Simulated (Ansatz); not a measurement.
System: N-dimethylboranylmethanamine, C3H10BN, charge 0, multiplicity 1. SMILES: CNB(C)C
Structure (B3LYP-D3(BJ)/def2-TZVP (Ansatz, a first-principles code) minimum search):
```xyz
15

C      1.6089    -1.1548     0.5939
N      0.9805    -0.0611    -0.1237
B     -0.3732     0.2964    -0.1719
C     -0.7904     1.5639    -1.0203
C     -1.4710    -0.5258     0.6212
H      2.3315    -0.7888     1.3293
H      2.1331    -1.8334    -0.0854
H      0.8543    -1.7287     1.1266
H      1.6365     0.5092    -0.6359
H     -1.3487     2.2761    -0.4037
H      0.0481     2.1013    -1.4718
H     -1.4723     1.2752    -1.8273
H     -1.3024    -1.6054     0.6248
H     -2.4740    -0.3484     0.2282
H     -1.4885    -0.2108     1.6713
```

Cost and difference of B3LYP with Ansatz in habitual basis sets for the atomisation energy (kcal/mol). Terms: 6-31G* and kin with 6d, 5d where marked; LANL2DZ all-electron up to Ne; no spin-orbit coupling; no dispersion term unless named; 6-311+G** with 5d; open shells spin-unrestricted; non-relativistic; atomisation electronic, to ground-state atoms; valence correlation only. CBS marks a two-point X^-3 extrapolation of the correlation energy; Hartree-Fock from the larger set. First-principles rows: single points at B3LYP-D3(BJ) geometries (Ansatz). Costs are core time of energy and forces over that of the cheapest set, on one shared machine, to one figure and rough; under a factor of 2 they don't order.

Coupled cluster (Ansatz) is a level with limits of its own, used here on species with T1 under 0.025 (0.045 for open shells) and stable references: CCSD(T)/CBS(cc-pVTZ,cc-pVQZ).

Value to compare with: 1394.2 kcal/mol.

| level | relative cost | atomisation energy (kcal/mol) | difference |
|---|---|---|---|
| B3LYP/STO-3G | 1× | 1671.5 | 277.3 |
| B3LYP/3-21G | 1× | 1384.9 | -9.3 |
| B3LYP/LANL2DZ | 2× | 1366.2 | -28.0 |
| B3LYP/6-31G | 2× | 1373.8 | -20.4 |
| B3LYP/6-31G* | 2× | 1394.1 | -0.1 |
| B3LYP/cc-pVDZ | 3× | 1374.8 | -19.4 |
| B3LYP/def2-SVP | 3× | 1401.8 | 7.6 |
| B3LYP/6-31G** | 3× | 1405.1 | 10.9 |
| B3LYP/6-31+G* | 3× | 1385.3 | -8.9 |
| B3LYP/6-311+G** | 4× | 1388.2 | -6.0 |

The dearest set gives -6.0 kcal/mol. A small set can land close by cancelling terms.
